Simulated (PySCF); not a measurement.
Computed properties of C2H6BClFN, SMILES CN(C)B(F)Cl

B(F)(Cl)(NMe2) (C₂H₆BClFN), SMILES CN(C)B(F)Cl. Coordinates come from a B3LYP-D3(BJ)/def2-SVP optimisation. One conformer was computed; it need not be the lowest. All values are computed for the isolated molecule unless a solvent is named; none is compared with measurement here.

**Structure.** The optimised structure has Cs symmetry. All 30 harmonic modes at B3LYP-D3(BJ)/def2-SVP (PySCF) are real, so it is a minimum. With heavy atoms numbered as in [B:1]([F:2])([Cl:3])[N:4]([CH3:5])[CH3:6], the shortest bond between them is B1–F2 at 1.336 Å and the longest B1–Cl3 at 1.783 Å.

**Vibrations.** The strongest infrared lines (harmonic, unscaled, degenerate partners summed) lie at 1581 cm⁻¹ (304 km/mol, N 38 %, B 31 %, H 29 %), 1289 cm⁻¹ (239 km/mol, B 42 %, N 22 %, F 14 %, H 13 %, C 8 %), 1136 cm⁻¹ (200 km/mol, H 43 %, B 34 %, C 17 %). The softest mode is at 107 cm⁻¹ and the zero-point energy is 57.4 kcal/mol.

**Electronic structure.** ωB97X/def2-TZVP (PySCF) places the frontier levels at -9.84 and 2.74 eV, a gap of 12.58 eV, and gives a dipole moment of 2.92 D and a mean polarisability of 57.9 bohr³. PBE/def2-TZVP (PySCF) at the same geometry gives -6.15 and -0.11 eV, so its gap is 6.54 eV narrower. An orbital gap is neither the optical nor the fundamental gap.

**Excitations.** TDDFT-ωB97X/def2-SVPD (PySCF) has S1 at 7.26 eV (171 nm, f = 0.013, weak); the most intense of the 10 singlets computed lies at 7.90 eV (f = 0.38). T1 (TDA) is at 6.34 eV. TDDFT-PBE/def2-SVPD (PySCF) puts S1 at 5.89 eV. No vertical singlet excitation falls in the visible range (under 3.1 eV).

**NMR.** GIAO shifts at B3LYP/pcSseg-1 (PySCF) (non-relativistic, atoms alike by connectivity averaged): ¹³C at 41.0 ppm against TMS; ¹H at 3.1 ppm against TMS; ¹⁹F at -109.3 ppm against CFCl3; ¹¹B at 14.7 ppm against BF3. Without spin–orbit terms, shifts of atoms bonded to Cl or Br come out too high.
